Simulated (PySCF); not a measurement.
## Iodine: a sound run and one with changed settings

Sound run: I⁺ [Kr] 4d10 5s2 5p4, I²⁺ [Kr] 4d10 5s2 5p3. All numbers are calculated (PySCF 2.14, a scalar-relativistic core potential, in def2-TZVP with the def2 core potential (28 electrons)). The sound run starts from symmetry-adapted Hartree-Fock orbitals and uses a fine grid where one is needed.

Changed run: basis STO-3G, all-electron and non-relativistic. This setting is unsound on purpose.

| species | method | sound run (hartree) | changed run (hartree) | converged |
| --- | --- | --- | --- | --- |
| I⁺ | UHF | -296.30757 | -6850.40437 | yes |
| I⁺ | M06-L | -297.46983 | -6852.60437 | yes |
| I⁺ | BP86 | -297.42186 | -6852.95186 | yes |
| I²⁺ | UHF | -295.65756 | -6849.78965 | yes |
| I²⁺ | M06-L | -296.78746 | -6851.93600 | yes |
| I²⁺ | BP86 | -296.72650 | -6852.27596 | yes |

Ionisation energy of I⁺:

```
method  sound run (eV)  changed run (eV)
   UHF          17.688            16.727
 M06-L          18.568            18.187
  BP86          18.922            18.392
```

A minimal basis cannot let orbitals breathe on ionisation and holds almost no correlation. The Hamiltonian changed with the basis, so the totals do not compare.

For comparison, NIST gives 19.131 eV between the lowest levels.
